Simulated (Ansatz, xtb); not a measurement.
**Isomers of C4H12Ge in order of energy**

4 gas-phase structures of C4H12Ge, from a drawn sample of its isomers (lower ones may exist). Each was relaxed with GFN2-xTB; where two conformers were screened, the lower at r2SCAN-D4/def2-SVP is listed:

A. `CCC[CH2][GeH3]`, a singlet
B. `CC(C)[CH2][GeH3]`, a singlet
C. `C[C](C)(C)[GeH3]`, a singlet
D. `CC[C@@H](C)[GeH3]`, a singlet

Make a reasoned guess at their ranking by r2SCAN-D4/def2-SVP single-point energy.

Calculated order at r2SCAN-D4/def2-SVP: B (0.0), C (0.8), A (1.4), D (2.0) kcal/mol. Less than 1 kcal/mol parts B and C; C and A; A and D, so the order within those pairs means little.

Energies above the lowest of each column, in kcal/mol; the last columns are at PBE-D3(BJ)/def2-SVP geometries:

```csv
structure,GFN2-xTB,HF/STO-3G,r2SCAN-D4/def2-SVP,PBE-D3(BJ)/def2-SVP,CCSD(T)/def2-SVP + ΔMP2/def2-TZVPP
B,0.0,0.0,0.0,0.0,0.0
C,1.5,4.1,0.8,0.7,0.2
A,1.7,0.1,1.4,0.9,1.8
D,2.6,3.0,2.0,1.5,2.0
```

Every level run on B puts it lowest or level with the lowest. Flexible structures stand in one conformer each, not always the lowest. ΔMP2 is the change of the MP2 energy from the smaller to the larger basis.

Over these structures GFN2-xTB departs from r2SCAN-D4/def2-SVP by 0.2 kcal/mol on average once a common shift is removed. A GFN2-xTB relaxation took about 0.11 s and the r2SCAN-D4/def2-SVP energy about 5.4 s on a shared host (Ansatz 0.2.0, xtb 6.7.1).
